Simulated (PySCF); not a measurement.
A first-order proton ENDOR spectrum was simulated from computed couplings for a radical in fast tumbling at B = 3339.1 mT (W band).

Class means under 0.5 MHz are left out. Line positions in MHz: 88.21, 91.65, 113.83, 140.15, 144.19, 170.51, 192.69, 196.13.

Problem. What is the proton Larmor frequency at this field?

Solution. νH = 5.58569 × 7.62259 MHz/T × 3.3391 T = 142.17 MHz.

Problem. Pair the lines and read off the couplings.

Solution. For S = 1/2 in fast tumbling each set of equivalent nuclei gives two lines, ν± = |νn ± a/2| to first order, with νn = g_N μN B/h and μN/h = 7.62259 MHz/T. A pair with |a| < 2νn is centred on νn and split by |a|; one with |a| > 2νn is centred on |a|/2 and split by 2νn.

| lower line | upper line | centred on | \|a\| (MHz) |
| --- | --- | --- | --- |
| 88.21 | 196.13 | νn | 107.91 |
| 91.65 | 192.69 | νn | 101.04 |
| 113.83 | 170.51 | νn | 56.68 |
| 140.15 | 144.19 | νn | 4.04 |

C6H8N (doublet state).
Cartesian coordinates in Å at the GFN2-xTB level; atoms count from 1:
```
atom  x, y, z in Å
C1     1.781    0.471   -0.043
C2     0.708   -0.549    0.343
C3    -0.187   -0.989   -0.758
C4    -1.410   -0.388   -0.146
C5    -1.914    0.720   -0.917
N6    -2.254    1.610   -1.551
C7    -0.533    0.028    1.063
H8     1.332    1.303   -0.579
H9     2.274    0.851    0.849
H10    2.525    0.005   -0.684
H11    1.190   -1.371    0.885
H12    0.017   -1.241   -1.780
H13   -2.239   -1.069    0.076
H14   -0.801   -0.474    1.989
H15   -0.493    1.102    1.231
```

The species is `C([C@H]1[CH][C@@H](C)C1)#N` [radical].

Problem. This is the radical. Which protons give which coupling, and how does each split the EPR lines?

Solution. 107.9 MHz (computed sign +): H11, β, 2 bonds from C3, a 1:1 doublet of 3.850 mT; 101.0 MHz (computed sign +): H13, β, 2 bonds from C3, a 1:1 doublet of 3.605 mT; 56.7 MHz (computed sign −): H12, α, 1 bond from C3, a 1:1 doublet of 2.022 mT; 4.0 MHz (computed sign −): H15, γ, 3 bonds from C3, a 1:1 doublet of 0.144 mT. To first order the positions of ENDOR lines don't depend on how many nuclei share a coupling.

The calculation used PySCF 2.14.0, UKS B3LYP, pcH-1 on C H N, non-relativistic, mean-field spin-orbit, GIAO. Geometry: GFN2-xTB; no solvent, vibrations or thermal averaging. A GFN2-xTB geometry isn't a minimum of the functional, and hyperfine couplings can be far from their values at a DFT geometry. Stability of the SCF solution: not tested.

Couplings of abundant isotopes left out: H14 (-1.9 MHz).

Time: 1.9 min (with the writing of density and orbital grids); peak memory 1.0 GiB. Hardware: Intel Xeon at 2.50 GHz, one thread, shared host.
